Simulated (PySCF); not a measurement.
**Rh (rhodium, neutral) across methods**

[Kr] 4d7 5s2, high-spin 4F determinant (an excited configuration). All numbers are calculated (PySCF 2.14, scalar relativity by spin-free X2C-1e, in x2c-TZVPPall (8s6p6d2f1g, 79 functions)).

```
   method  E (hartree)  mean ε 4d β (eV)  mean ε 5s α (eV)  mean ε 5s β (eV)  Σ⟨r²⟩ (bohr²)   ⟨S²⟩
     PBE0     -4783.20            -9.628            -6.280            -5.532          55.30  3.757
      UHF  -4781.14130           -14.034            -7.615            -6.558          57.36  3.765
BHandHLYP     -4783.53           -11.259            -6.805            -6.183          55.68  3.756
    HSE06     -4783.16            -9.212            -5.932            -5.227          55.26  3.756
      PBE     -4783.13            -7.918            -5.610            -4.904          55.20  3.756
    wB97X     -4783.67           -12.114            -8.122            -7.690          55.40  3.753
  LC-wPBE     -4783.09           -12.419            -8.307            -7.516          55.22  3.757
   r2SCAN     -4783.54            -8.230            -5.793            -5.069          55.22  3.761
```

Question: Estimate the same row for LDA.

Answer: E (hartree) = -4778.34; mean ε 4d β (eV) = -7.925; mean ε 5s α (eV) = -5.854; mean ε 5s β (eV) = -5.195; Σ⟨r²⟩ (bohr²) = 54.83; ⟨S²⟩ = 3.755.
